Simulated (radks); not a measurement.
Isoelectronic series with 10 electrons, all held in the configuration [Ne], which need not be the ground one along the series. Calculated with a radial shooting solver on a logarithmic mesh with Libxc functionals: Dirac Kohn-Sham, PBE, spin-unpolarised, spherical densities, finite nucleus; Fermi nuclear charge, rms radius of each element as measured or else 0.836 A^(1/3) + 0.57 fm. Total energies (hartree) and mean radii <r> (bohr):

ion,E (hartree),2p3/2,2p1/2,2s1/2,1s1/2
La47+,-6256.7676,0.09375,0.08798,0.1049,0.02504
Ce48+,-6496.8377,0.09195,0.08608,0.1027,0.02455
Pr49+,-6742.0391,0.09022,0.08425,0.1006,0.02407
Nd50+,-6992.4208,0.08855,0.08247,0.09860,0.02361
Pm51+,-7248.0303,0.08693,0.08075,0.09663,0.02316
Sm52+,-7508.9105,0.08537,0.07909,0.09472,0.02272
Eu53+,-7775.1539,0.08387,0.07748,0.09287,0.02230
Gd54+,-8046.7957,0.08241,0.07591,0.09108,0.02189
Tb55+,-8323.9451,0.08100,0.07440,0.08934,0.02149
Dy56+,-8606.5390,0.07964,0.07292,0.08765,0.02110
Ho57+,-8894.7855,0.07831,0.07149,0.08601,0.02072
Er58+,-9188.6656,0.07703,0.07010,0.08442,0.02035
Tm59+,-9488.3093,0.07579,0.06875,0.08286,0.01999
Yb60+,-9793.7027,0.07458,0.06744,0.08135,0.01964
Lu61+,-10104.9831,0.07341,0.06616,0.07988,0.01930
Hf62+,-10422.2686,0.07228,0.06491,0.07845,0.01897
